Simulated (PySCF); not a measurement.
## Germanium: a sound run and one with changed settings

Sound run: Ge [Ar] 3d10 4s2 4p2, Ge⁺ [Ar] 3d10 4s2 4p1. Calculation: PySCF 2.14, in x2c-TZVPall (6s5p4d1f, 48 functions); the spin-free X2C one-electron Hamiltonian (Gaussian nucleus). In the sound run the correlated levels freeze [Ar] 3d10. The sound run starts from symmetry-adapted Hartree-Fock orbitals and uses a fine grid where one is needed.

Changed run: all electrons correlated in a basis built for the valence shell.

```csv
species,method,sound run (hartree),changed run (hartree),converged
Ge,MP2,-2097.09748,-2097.38459,yes
Ge⁺,MP2,-2096.81237,-2097.09621,yes
```

Ionisation energy of Ge:

```
 method  sound run (eV)  changed run (eV)
    UHF           7.414             7.414
    MP2           7.758             7.847
SCS-MP2           7.684             7.742
```

A valence basis has no tight correlating functions, so it recovers only part of the core correlation, and not evenly between atom and ion.

For comparison, NIST gives 7.899 eV between the lowest levels.
